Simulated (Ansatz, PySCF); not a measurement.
This PySCF input computes a CCSD(T)/cc-pVDZ energy:

```python
from pyscf import gto, scf, mp, cc as ccmod

mol = gto.M(
    atom='''
    O     0.29003508    0.10104762   -1.12736676
    O     0.32920390    0.08660056    0.41850184
    H     1.21176731    0.36559278   -1.28986981
    O    -0.77070989   -0.23334728    0.87009864
    ''',
    basis='cc-pvdz',
    charge=0,
    spin=1,
    verbose=4,
)

mf = scf.UHF(mol)
mf.conv_tol = 1e-10
mf.max_cycle = 100
mf.kernel()
mo, _, stable, _ = mf.stability(return_status=True)
if not stable:
    mf.kernel(mf.make_rdm1(mo, mf.mo_occ))
mp2 = mp.MP2(mf, frozen=3).run()
cc = ccmod.CCSD(mf, frozen=3)
cc.max_cycle = 100
cc.kernel()
et = cc.ccsd_t()
print(f'E(CCSD(T)) = {cc.e_tot + et:.9f}')
```

Question: Write an input for the same energy in Ansatz (an electronic-structure program) and say what it gives.

Answer: 
Ansatz 0.2 input:
```yaml
crystal:
  periodic: [false, false, false]
  atoms:
    - {symbol: O, position_ang: [0.29003508, 0.10104762, -1.12736676]}
    - {symbol: O, position_ang: [0.32920390, 0.08660056, 0.41850184]}
    - {symbol: H, position_ang: [1.21176731, 0.36559278, -1.28986981]}
    - {symbol: O, position_ang: [-0.77070989, -0.23334728, 0.87009864]}
basis:
  gaussian:
    orbitals: cc-pVDZ
magnetization: {spin_polarized: true, initial_magnetization: 1}
correlation: {method: ccsd_t, electrons: outside_noble_gas}
```
It gives -225.53781 Eh, and PySCF -225.53782 Eh, a difference of 0.01 mEh.

It need not be the lowest isomer of its formula.
